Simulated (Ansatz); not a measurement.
`[NH]=[W](=[NH])([OH])[Cl]` + `COBS` → `C[O][W](=[NH])(=[NH])[Cl]` + `OBS`  (redistribution)

Isolated molecules relaxed with PBE0-D4/def2-TZVP in Ansatz; ΔE leaves out vibrations. CBS: MP2 limit from def2 TZ/QZ plus the TZ coupled-cluster correction, frozen cores. Functionals use def2-TZVPP. def2 core potentials past Kr. For W outer-core shells are correlated without core-valence functions, which leaves a few kJ/mol of doubt a bond. One conformer a species, not always the lowest.

`[NH]=[W](=[NH])([OH])[Cl]`:

Z-matrix (Å, degrees):
```
W
N 1 1.743
O 1 1.893 2 107.4
N 1 1.745 2 111.3 3 118.6
Cl 1 2.290 2 108.4 3 -122.8
H 2 1.007 1 157.7 3 -121.7
H 3 0.960 1 120.6 2 136.9
H 4 1.008 1 154.2 2 4.2
```

`COBS`:

Z-matrix (Å, degrees):
```
C
O 1 1.412
H 1 1.094 2 111.4
H 1 1.092 2 108.9 3 120.7
H 1 1.092 2 108.9 3 -120.7
B 2 1.343 1 121.9 3 -0.2
S 6 1.807 2 117.2 1 -180.0
H 6 1.199 2 121.9 1 0.0
H 7 1.341 6 95.3 2 -180.0
```

`C[O][W](=[NH])(=[NH])[Cl]`:

```xyz
11

C    -1.019   -1.732   -0.173
O    -0.952   -0.427    0.342
W     0.120    1.082    0.083
N     1.322    0.673   -1.118
N     0.873    1.501    1.600
Cl   -1.072    2.892   -0.671
H    -0.653   -2.440    0.576
H    -2.062   -1.965   -0.398
H    -0.422   -1.828   -1.085
H     2.273    0.573   -1.439
H     1.592    1.671    2.283
```

`OBS`:

```xyz
6

O     0.086   -0.347    1.450
B     0.027   -0.386    0.101
S    -0.105    1.131   -0.882
H     0.053    0.532    1.838
H     0.064   -1.453   -0.431
H    -0.124    0.523   -2.077
```

```
           level  ΔE (kJ/mol)  difference from CCSD(T)/CBS
     LDA (SPW92)         -3.1                          0.8
         ωB97X-V         -2.7                          1.2
             PBE         -3.4                          0.5
            PBE0         -2.8                          1.1
         r2SCANh         -3.9                          0.0
           BHLYP         -2.3                          1.6
         LC-ωPBE         -1.1                          2.8
   CCSD/def2-SVP        -11.2                         -7.3
CCSD(T)/def2-SVP        -12.3                         -8.4
   HF/def2-QZVPP         -2.4                          1.5
     CCSD(T)/CBS         -3.9                            0
```

Largest T1 diagnostic among the species: 0.020.

In def2-TZVPP, CCSD(T) changes the Hartree–Fock value by −3.4 kJ/mol (the triples alone add −1.4 kJ/mol) and MP2 by −5.3 kJ/mol. At CCSD(T), def2-SVP lies −8.3 kJ/mol from the extrapolated value and def2-TZVPP −1.9 kJ/mol.
